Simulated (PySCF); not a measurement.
Mo(NMe)(S)(F)(SH) (CH4FMoNS2), SMILES C[N]=[Mo]([F])(=[S])[SH], multiplicity 1. Atoms are numbered in the order given.

```xyz
10

Mo     0.0028     0.2976    -0.0292
N     -0.7371    -0.7118    -1.2091
C     -0.8024    -1.7399    -2.1845
H      0.1779    -2.2401    -2.2917
H     -1.5511    -2.4941    -1.8841
H     -1.1074    -1.3275    -3.1617
S      2.0389    -0.2898     0.1039
F     -0.2019     2.0741    -0.5409
S     -1.0171    -0.2726     1.9926
H     -2.1922    -0.6821     1.4596
```
Charge 0, spin multiplicity 1.

Coordinates come from a r2SCAN-D4/def2-SVP optimisation. The spin state was assumed, not searched. The def2 effective core potentials stand for the cores of Mo; spin–orbit coupling is left out. One conformer was computed; it need not be the lowest.

Method: ωB97X/def2-TZVP in PySCF.

ESP charges are fitted to the potential on shells at 1.4 to 2.0 van der Waals radii. Atomic charges (e):

```tsv
atom	Mulliken	ESP fit	Löwdin
Mo1	1.34	0.67	0.12
N2	-0.46	-0.19	-0.14
C3	-0.22	-0.46	-0.34
H4	0.15	0.16	0.13
H5	0.14	0.19	0.13
H6	0.15	0.22	0.13
S7	-0.40	-0.21	0.10
F8	-0.46	-0.27	-0.26
S9	-0.40	-0.30	0.07
H10	0.18	0.19	0.06
```
